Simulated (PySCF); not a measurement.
Two-photon absorption: 4'-methylacetophenone (SMILES CC(=O)c1ccc(C)cc1)

Molfile (atoms numbered from 1):
```
C9H10O
     RDKit          3D

 20 20  0  0  0  0  0  0  0  0999 V2000
    3.4458    0.4728   -0.3929 C   0  0  0  0  0  0  0  0  0  0  0  0
    2.4826   -0.6096    0.0297 C   0  0  0  0  0  0  0  0  0  0  0  0
    2.8852   -1.6755    0.4432 O   0  0  0  0  0  0  0  0  0  0  0  0
    1.0160   -0.3376   -0.0741 C   0  0  0  0  0  0  0  0  0  0  0  0
    0.1266   -1.3469    0.3159 C   0  0  0  0  0  0  0  0  0  0  0  0
   -1.2451   -1.1495    0.2437 C   0  0  0  0  0  0  0  0  0  0  0  0
   -1.7764    0.0617   -0.2221 C   0  0  0  0  0  0  0  0  0  0  0  0
   -3.2585    0.2627   -0.3311 C   0  0  0  0  0  0  0  0  0  0  0  0
   -0.8833    1.0686   -0.6071 C   0  0  0  0  0  0  0  0  0  0  0  0
    0.4927    0.8753   -0.5369 C   0  0  0  0  0  0  0  0  0  0  0  0
    3.2990    1.3849    0.2061 H   0  0  0  0  0  0  0  0  0  0  0  0
    3.2915    0.7460   -1.4482 H   0  0  0  0  0  0  0  0  0  0  0  0
    4.4699    0.1063   -0.2556 H   0  0  0  0  0  0  0  0  0  0  0  0
    0.5494   -2.2861    0.6790 H   0  0  0  0  0  0  0  0  0  0  0  0
   -1.9244   -1.9475    0.5562 H   0  0  0  0  0  0  0  0  0  0  0  0
   -3.5335    1.3205   -0.2106 H   0  0  0  0  0  0  0  0  0  0  0  0
   -3.6231   -0.0595   -1.3211 H   0  0  0  0  0  0  0  0  0  0  0  0
   -3.8020   -0.3245    0.4229 H   0  0  0  0  0  0  0  0  0  0  0  0
   -1.2752    2.0238   -0.9669 H   0  0  0  0  0  0  0  0  0  0  0  0
    1.1590    1.6840   -0.8442 H   0  0  0  0  0  0  0  0  0  0  0  0
  1  2  1  0
  2  3  2  0
  2  4  1  0
  4  5  1  0
  5  6  2  0
  6  7  1  0
  7  8  1  0
  7  9  2  0
  9 10  1  0
 10  4  2  0
  1 11  1  0
  1 12  1  0
  1 13  1  0
  5 14  1  0
  6 15  1  0
  8 16  1  0
  8 17  1  0
  8 18  1  0
  9 19  1  0
 10 20  1  0
M  END
```

Theory: TDDFT CAM-B3LYP/aug-cc-pVDZ excited states, vertical, gas phase (PySCF). Geometry: PBE0-D3(BJ)/def2-SVP.

Problem. How strongly do the lowest singlets absorb one photon, and two photons of half the energy?

Solution. δ for parallel linear polarisation; σ at the peak of a Lorentzian of half width 0.1 eV, single beam; Ω is circular over linear.
```tsv
state	E (eV)	f	photon λ (nm)	δ (au)	σ (GM)	Ω	main
S1	4.02	0.000	618	0.1	0.00	1.35	HOMO−1→LUMO 0.86
S2	5.01	0.014	495	10.1	0.09	1.25	HOMO−2→LUMO 0.65, HOMO→LUMO+3 0.27
S3	5.24	0.305	473	361	3.63	0.74	HOMO→LUMO 0.86
S4	6.28	0.211	395	6.89	0.10	1.41	HOMO→LUMO+3 0.62, HOMO−2→LUMO 0.30
S5	6.39	0.000	388	7.39	0.11	1.40	HOMO→LUMO+1 0.88
S6	6.49	0.000	382	0.19	0.00	1.24	HOMO−1→LUMO+3 0.96
```

Among these, the strongest one-photon state is S3, the strongest two-photon state S3, with a dipole change of 3.1 D (relaxed, norm of the difference vector).
